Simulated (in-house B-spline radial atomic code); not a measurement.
A run on Ta- that did not converge. Method: scalar-relativistic (X2C) B3LYP, spin-polarised, spherical fractional occupations, exact exchange averaged over the configuration, Fermi nucleus of rms radius 5.3507 fm; computed with a B-spline radial code for spherical atoms.

Command:
```bash
python run_scf.py task.json out
```
Settings (nuclear radius in fm, mass in u):
```
Z                73
configuration    [Xe] 4f14 5d4 6s2
hamiltonian      x2c
method           b3lyp
spin_polarised   True
nucleus          fermi
rms_radius       5.3507
atomic_mass      180.948
speed_of_light   137.035999084
exact_exchange   averaged over the configuration
```

First and last ten iterations of the last attempt (damped for 15 steps, keeping 80 % of the old Fock matrix, then DIIS):
```
 iter        energy (Eh)    residual
    1      -15603.888366    4.82e-01
    2      -15409.890325    1.30e+00
    3      -15597.475036    5.01e-01
    4      -15602.743345    2.43e-01
    5      -15604.650311    1.15e-01
    6      -15605.294168    6.06e-02
    7      -15605.520817    3.90e-02
    8      -15605.611434    2.63e-02
    9      -15605.651522    1.79e-02
   10      -15605.669702    1.16e-02
  111      -15603.406829    8.88e-02
  112      -15603.405542    8.88e-02
  113      -15603.405599    8.88e-02
  114      -15603.405878    8.88e-02
  115      -15605.675537    8.04e-03
  116      -15605.675170    8.21e-03
  117      -15603.394677    8.90e-02
  118      -15603.397445    8.91e-02
  119      -15603.398286    8.90e-02
  120      -15603.409929    8.89e-02
 not converged after 120 iterations
```

The smallest residual met was 2.9e-03; the threshold is about 7e-07. No energy from this run should be used. Time taken, with all properties: 11 s on 1 thread of Arm Neoverse N1 (shared host).
